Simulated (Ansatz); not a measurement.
Cost and result for the atomization energy of C2H6SSi2, SMILES `[SiH3]C#CS[SiH3]` (11 atoms, 10 bonds).

```xyz
11

Si   -1.726   -1.042   -1.808
C    -0.848    0.165   -0.775
C    -0.259    0.970   -0.082
S     0.536    2.105    0.862
Si    1.834    0.693    1.852
H    -1.514   -0.729   -3.244
H    -3.179   -1.003   -1.509
H    -1.199   -2.399   -1.518
H     2.680    0.008    0.848
H     2.657    1.519    2.770
H     1.019   -0.288    2.604
```

Total charge 0; spin multiplicity 1. All single points use the PBE0-D4/def2-TZVP geometry. Program: Ansatz. All runs use 4 threads of an Arm Neoverse V2 on a shared host. Times are those of one run each, without the atoms' runs, and a repeat can differ threefold. Electronic energies, without spin–orbit coupling; frozen cores. CCSD(T)/CBS adds CCSD(T) − MP2 in def2-TZVPP to the MP2 limit, and its time is that of the two runs behind it. T1 = 0.013. B3LYP takes the VWN-RPA correlation (the form of Gaussian; ORCA's B3LYP/G).

CCSD(T)/CBS is a level of theory with its own doubt, some kJ/mol a heavy atom from the limit and from the frozen cores, so smaller differences don't rank the functionals.

```
                             level  functions  wall time
   PBE-D4/def2-TZVPP (with forces)        272      2.8 s
                PBE0-D4/def2-TZVPP        272      3.7 s
r2SCAN-D4/def2-TZVPP (with forces)        272        6 s
 B3LYP-D4/def2-TZVPP (with forces)        272        6 s
                 B2PLYP/def2-TZVPP        272      6.5 s
                ωB97X-V/def2-TZVPP        272      9.5 s
  ωB97M-V/def2-TZVPP (with forces)        272       14 s
                    MP2/def2-QZVPP        504       24 s
                CCSD(T)/def2-TZVPP        272    2.6 min
                 CCSD(T)/CBS(def2)          –      3 min
```

(1) What atomization energy does each give, and how far from CCSD(T)/CBS? (An estimate is asked.)

Results:

(1) The calculation gave: 
| level | atomization (kJ/mol) | difference from CCSD(T)/CBS | per bond |
| --- | --- | --- | --- |
| PBE-D4/def2-TZVPP (with forces) | 3844.7 | 44.1 | 4.4 |
| PBE0-D4/def2-TZVPP | 3792.3 | -8.3 | -0.8 |
| r2SCAN-D4/def2-TZVPP (with forces) | 3813.7 | 13.1 | 1.3 |
| B3LYP-D4/def2-TZVPP (with forces) | 3798.1 | -2.5 | -0.2 |
| B2PLYP/def2-TZVPP | 3757.6 | -43.0 | -4.3 |
| ωB97X-V/def2-TZVPP | 3819.1 | 18.5 | 1.9 |
| ωB97M-V/def2-TZVPP (with forces) | 3811.2 | 10.6 | 1.1 |
| MP2/def2-QZVPP | 3812.4 | 11.8 | 1.2 |
| CCSD(T)/def2-TZVPP | 3693.9 | -106.7 | -10.7 |
| CCSD(T)/CBS(def2) | 3800.6 | 0.0 | 0.0 |

From PBE to PBE0 (25 % exact exchange), in def2-TZVPP and without D4, the atomization energy moves by −48.5 kJ/mol: exact exchange takes away binding that semilocal exchange gives to molecules. The D4 term adds +44.0 kJ/mol with B3LYP and +23.3 kJ/mol with PBE0; it sums over pairs of atoms, weighted by their polarisabilities, and B3LYP, whose exchange is more repulsive, gets the larger term. In def2-TZVPP, CCSD(T) changes the Hartree–Fock value by +898.9 kJ/mol (the triples alone add +63.7 kJ/mol) and MP2 by +954.3 kJ/mol; breaking electron pairs costs correlation energy, which Hartree–Fock lacks.
